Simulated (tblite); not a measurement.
A geometry optimisation, step by step.

C6H7SSi (doublet state).
SMILES with atom numbers: `[SiH2:1][c:2]1[cH:3][cH:4][cH:5][c:6]([SH:7])[cH:8]1` (hydrogens: H9, H10 on Si1; H11 on C3; H12 on C4; H13 on C5; H14 on S7; H15 on C8)
Bond orders are those of one Lewis drawing.

Computed with GFN2-xTB (tblite), gas phase: L-BFGS steps from a force-field or distance-geometry start until the largest atomic force falls under 0.01 eV/Å. 7 of its 121 geometries are shown.

Step 0: E = -579.3379 eV, largest atomic force 1.540 eV/Å
```
atom  x, y, z in Å  |  force x, y, z in eV/Å
Si1     2.862   -0.131    0.316    1.003  -0.167   0.399
C2      1.056    0.105    0.058   -0.240   0.327   0.033
C3      0.542    1.384    0.068   -0.861   1.249  -0.173
C4     -0.814    1.643   -0.127    0.294  -0.658   0.137
C5     -1.709    0.587   -0.301    0.324   0.874  -0.001
C6     -1.194   -0.694   -0.308    0.002   0.068   0.804
S7     -2.348   -2.031   -0.556   -0.705  -1.095   0.192
C8      0.170   -0.926   -0.118   -0.978  -1.147  -0.313
H9      3.552   -0.684   -0.823    0.111  -0.163  -0.185
H10     3.209   -0.704    1.613   -0.040   0.001  -0.096
H11     1.185    2.252    0.208    0.016  -0.306   0.004
H12    -1.149    2.661   -0.106   -0.220   0.223  -0.045
H13    -2.768    0.795   -0.441    0.288  -0.224   0.034
H14    -3.110   -2.286    0.622    1.048   0.786  -0.805
H15     0.511   -1.961   -0.128   -0.043   0.234   0.015
```

Step 20: E = -579.6746 eV, largest atomic force 0.160 eV/Å
```
atom  x, y, z in Å  |  force x, y, z in eV/Å
Si1     2.886   -0.159    0.317   -0.024   0.002  -0.027
C2      1.042    0.160    0.067   -0.003  -0.071   0.022
C3      0.493    1.438    0.066    0.032  -0.014   0.031
C4     -0.864    1.638   -0.106    0.025  -0.034   0.072
C5     -1.711    0.561   -0.295    0.017  -0.009  -0.028
C6     -1.174   -0.717   -0.315    0.025  -0.037   0.137
S7     -2.249   -2.140   -0.559    0.150   0.055   0.004
C8      0.180   -0.918   -0.120    0.002  -0.071  -0.109
H9      3.489   -0.833   -0.825   -0.004  -0.017  -0.009
H10     3.191   -0.794    1.593   -0.032   0.023   0.000
H11     1.134    2.296    0.216    0.044  -0.012  -0.007
H12    -1.256    2.641   -0.075   -0.113   0.063  -0.042
H13    -2.772    0.701   -0.421   -0.039   0.031  -0.036
H14    -2.948   -1.933    0.552   -0.120   0.012   0.015
H15     0.555   -1.934   -0.116    0.039   0.078  -0.023
```

Step 40: E = -579.7446 eV, largest atomic force 0.201 eV/Å
```
atom  x, y, z in Å  |  force x, y, z in eV/Å
Si1     2.915   -0.145    0.231    0.059   0.034   0.078
C2      1.075    0.173    0.030   -0.039  -0.054   0.072
C3      0.493    1.435    0.091    0.024   0.035  -0.061
C4     -0.868    1.606   -0.079   -0.026  -0.007   0.072
C5     -1.705    0.512   -0.202    0.021  -0.071  -0.009
C6     -1.138   -0.757   -0.197   -0.040  -0.060  -0.128
S7     -2.119   -2.238   -0.309   -0.041   0.077   0.033
C8      0.236   -0.921   -0.139   -0.062  -0.031   0.041
H9      3.470   -0.962   -0.839    0.008  -0.049   0.003
H10     3.184   -0.635    1.580    0.072   0.036  -0.047
H11     1.097    2.309    0.270    0.172   0.017  -0.080
H12    -1.257    2.613   -0.106   -0.186  -0.033   0.069
H13    -2.775    0.637   -0.296    0.058  -0.006   0.003
H14    -3.249   -1.693    0.133   -0.043   0.022  -0.058
H15     0.636   -1.926   -0.188    0.023   0.089   0.012
```

Step 60: E = -579.8139 eV, largest atomic force 0.151 eV/Å
```
atom  x, y, z in Å  |  force x, y, z in eV/Å
Si1     2.933   -0.129    0.144   -0.084  -0.080  -0.097
C2      1.075    0.119    0.041   -0.075   0.019   0.048
C3      0.507    1.392    0.070   -0.030   0.066   0.021
C4     -0.863    1.569    0.023   -0.033   0.045  -0.032
C5     -1.716    0.485   -0.082    0.062  -0.052  -0.082
C6     -1.165   -0.787   -0.131    0.051  -0.086  -0.021
S7     -2.197   -2.223   -0.278    0.040  -0.009  -0.005
C8      0.208   -0.965   -0.060    0.035  -0.074  -0.051
H9      3.465   -1.125   -0.781   -0.035  -0.020   0.091
H10     3.395   -0.234    1.520    0.045   0.050  -0.020
H11     1.154    2.256    0.116   -0.006   0.036   0.066
H12    -1.274    2.565    0.052   -0.045   0.078  -0.002
H13    -2.789    0.608   -0.159    0.070   0.107   0.073
H14    -3.343   -1.555   -0.407   -0.003  -0.010   0.016
H15     0.606   -1.967   -0.090    0.006  -0.072  -0.005
```

Step 80: E = -579.9732 eV, largest atomic force 0.216 eV/Å
```
atom  x, y, z in Å  |  force x, y, z in eV/Å
Si1     2.867   -0.288    0.121   -0.025   0.210   0.046
C2      1.066    0.091    0.096   -0.073   0.009   0.005
C3      0.502    1.373    0.206   -0.014   0.055  -0.045
C4     -0.861    1.563    0.113    0.001  -0.033   0.011
C5     -1.721    0.487   -0.058   -0.026  -0.015   0.003
C6     -1.181   -0.788   -0.169    0.025  -0.032  -0.008
S7     -2.212   -2.221   -0.369    0.052  -0.031  -0.034
C8      0.183   -0.978   -0.110    0.017  -0.089  -0.029
H9      3.207   -1.660   -0.187    0.101  -0.062   0.049
H10     3.804    0.553    0.844   -0.066  -0.038  -0.083
H11     1.142    2.231    0.350    0.077   0.003   0.012
H12    -1.275    2.561    0.166    0.031  -0.030   0.062
H13    -2.791    0.622   -0.097   -0.022   0.100  -0.034
H14    -3.315   -1.562   -0.710   -0.057   0.049   0.028
H15     0.579   -1.975   -0.220   -0.023  -0.095   0.017
```

Step 100: E = -580.0200 eV, largest atomic force 0.029 eV/Å
```
atom  x, y, z in Å  |  force x, y, z in eV/Å
Si1     2.861   -0.293    0.153   -0.006   0.016   0.017
C2      1.053    0.023    0.096   -0.002   0.000  -0.008
C3      0.519    1.318    0.230   -0.006  -0.005   0.002
C4     -0.838    1.537    0.145   -0.005  -0.003   0.010
C5     -1.717    0.487   -0.082   -0.001  -0.005  -0.009
C6     -1.204   -0.799   -0.219   -0.011   0.002  -0.014
S7     -2.263   -2.192   -0.515    0.005  -0.008  -0.003
C8      0.154   -1.031   -0.131   -0.009   0.000   0.002
H9      3.366   -1.650    0.190   -0.022   0.002  -0.010
H10     3.766    0.790    0.472    0.005   0.022   0.011
H11     1.184    2.152    0.409    0.011  -0.018  -0.008
H12    -1.235    2.536    0.258    0.022  -0.008  -0.006
H13    -2.780    0.668   -0.153    0.012  -0.011   0.003
H14    -3.391   -1.496   -0.636   -0.011   0.021   0.017
H15     0.520   -2.041   -0.239    0.017  -0.005  -0.002
```

Step 120: E = -580.0223 eV, largest atomic force 0.007 eV/Å
```
atom  x, y, z in Å  |  force x, y, z in eV/Å
Si1     2.859   -0.288    0.190    0.002   0.001  -0.003
C2      1.054    0.020    0.090   -0.002   0.000   0.002
C3      0.520    1.315    0.223   -0.002  -0.002  -0.003
C4     -0.836    1.535    0.132   -0.004   0.001  -0.004
C5     -1.714    0.485   -0.098    0.004  -0.001  -0.006
C6     -1.201   -0.801   -0.236   -0.004  -0.002   0.004
S7     -2.268   -2.188   -0.532   -0.003   0.002   0.001
C8      0.156   -1.034   -0.145   -0.001   0.000   0.002
H9      3.367   -1.643    0.148    0.002  -0.001   0.000
H10     3.756    0.797    0.530   -0.001   0.001   0.001
H11     1.188    2.147    0.402   -0.002  -0.007   0.001
H12    -1.230    2.536    0.238    0.002   0.001   0.004
H13    -2.777    0.665   -0.170    0.004   0.002   0.001
H14    -3.404   -1.493   -0.540    0.005  -0.002   0.001
H15     0.525   -2.044   -0.253    0.001   0.006  -0.002
```

**Question.** Summarise the path.

**Answer.** The energy falls by 66.03 kJ/mol from step 0 to step 120; nine tenths of that is first reached at step 78. It rises by more than 0.2 meV at steps 33, 65 and 74. The largest force goes from 1.540 to 0.007 eV/Å. Among the bonds S7–H14 changes most, from 1.426 to 1.332 Å; the atoms move by 0.739 Å rms after alignment.

The cost below is that of the whole relaxation. Hardware: one thread of an Arm Neoverse V2, on a shared host. Cost: 0.81 s.
